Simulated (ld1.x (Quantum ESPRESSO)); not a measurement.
Ranking TM potentials for Cu (Z = 29)

All share these settings but for the change named:

```
Element                 : copper
Generator               : ld1.x (Quantum ESPRESSO) 7.5
Type                    : norm-conserving Troullier–Martins (Kleinman–Bylander form)
Functional              : PBE
Relativity              : scalar-relativistic
Frozen core             : [Ne] 3s2
Valence charge          : 17
Reference configuration : 3p6 3d10 4s1 4p0
Partial waves           : 4s (bound): rc 1.75 bohr; 3p (bound): rc 1.00 bohr; 3d (bound): rc 1.10 bohr
Local potential         : all-electron potential smoothed inside 1.50 bohr (lloc = -1)
Core correction         : a·sin(br)/r model core inside 0.65 bohr
```

Test errors are all-electron minus pseudo excitation energies from the reference, over 3p6 3d10 4s0 4p0; 3p6 3d9 4s0 4p0; 3p6 3d8 4s0 4p0; 3p5 3d10 4s1 4p0; 3p6 3d9 4s2 4p0; 3p6 3d10 4s0.5 4p0; 3p6 3d9 4s1 4p0. None of these files shows a bound ghost.

The base gives 115.2 meV.

Of 8 variants that were run, those that failed, showed a ghost or another fault, or gave nearly equal values are left out.

A variant can come out equal or close to the base, since the largest error may sit in a test that the change hardly touches while other tests move.

(1) Rank these variants by their largest absolute test error, smallest first.
A. all radii but the core radius scaled by about 1.19 (s 2.08, p 1.20, d 1.32 bohr); local potential all-electron potential smoothed inside 1.78 bohr (lloc = -1)
B. all radii but the core radius scaled by about 1.03 (s 1.80, p 1.04, d 1.14 bohr); local potential all-electron potential smoothed inside 1.54 bohr (lloc = -1)
C. all radii but the core radius scaled by about 1.38 (s 2.42, p 1.38, d 1.52 bohr); local potential all-electron potential smoothed inside 2.06 bohr (lloc = -1)
D. all radii but the core radius scaled by about 1.27 (s 2.22, p 1.28, d 1.40 bohr); local potential all-electron potential smoothed inside 1.90 bohr (lloc = -1)
E. all radii but the core radius scaled by about 1.13 (s 1.98, p 1.14, d 1.24 bohr); local potential all-electron potential smoothed inside 1.70 bohr (lloc = -1)

Results:

(1) B (124.4 meV), E (179.2 meV), A (213.0 meV), D (264.0 meV), C (372.1 meV).
